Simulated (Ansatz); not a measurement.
`[SiH3]BOC[SiH3]` + H₂S → `[SiH3]BOCS` + SiH₄  (substitution at a C–Si bond)

Program: Ansatz. Geometries: PBE0-D4/def2-TZVP. ΔE: electronic, gas phase. CCSD(T)/CBS is the MP2 limit (def2-TZVPP, def2-QZVPP) plus CCSD(T) − MP2 in def2-TZVPP, frozen cores. This one scheme is used for every species. DFT in def2-TZVPP. One conformer a species, not always the lowest.

```
             level  ΔE (kcal/mol)
           ωB97X-V            4.3
            B2PLYP            3.8
            r2SCAN            4.6
              PBE0            4.5
     HF/def2-TZVPP            2.4
SCS-MP2/def2-TZVPP            3.7
SCS-MP2/def2-QZVPP            4.0
     MP2/CBS(def2)            4.5
```

**Question.** What does CCSD(T)/CBS give? (Estimate.)

**Answer.** Ansatz gave: +4.9 kcal/mol. The listed levels differ from it by -0.6, -1.1, -0.3, -0.4, -2.5, -1.2, -0.9, -0.4 kcal/mol.

Largest T1 diagnostic among the species: 0.015.

In def2-TZVPP, CCSD(T) changes the Hartree–Fock value by +2.2 kcal/mol (the triples alone add −0.1 kcal/mol) and MP2 by +1.7 kcal/mol.
